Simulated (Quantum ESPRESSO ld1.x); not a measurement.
Charge is removed step by step from the 5p level of Eu, starting from [Xe] 4f7 6s2. All-electron calculation, scalar-relativistic Kohn-Sham, LDA (Slater exchange, Perdew-Zunger correlation), spin-unpolarised, spherical densities, point nucleus. Program: ld1.x of Quantum ESPRESSO 7.5.

removed (e)  E - E(0) (eV)  eigenvalue (eV)  E minus straight line (eV)
0                    0.000          -23.870                       0.000
0.125                3.056          -25.081                      -0.562
0.25                 6.265          -26.325                      -0.970
0.375                9.631          -27.599                      -1.221
0.5                 13.159          -28.901                      -1.312
0.625               16.850          -30.228                      -1.237
0.75                20.709          -31.577                      -0.996
0.875               24.738          -32.948                      -0.584
1                   28.940          -34.340                       0.000

Removing the whole electron costs 28.940 eV by Delta-SCF, against 23.870 eV from minus the eigenvalue at the starting occupation. Slater's transition state (half an electron removed) gives 28.901 eV. Integrating minus the eigenvalue over the occupation (Janak's theorem) gives 28.968 eV. In this scalar-relativistic scheme the density is built from large components alone, so the theorem holds only approximately. The mean slope of the eigenvalue, de/dn, is 10.5 eV per electron.
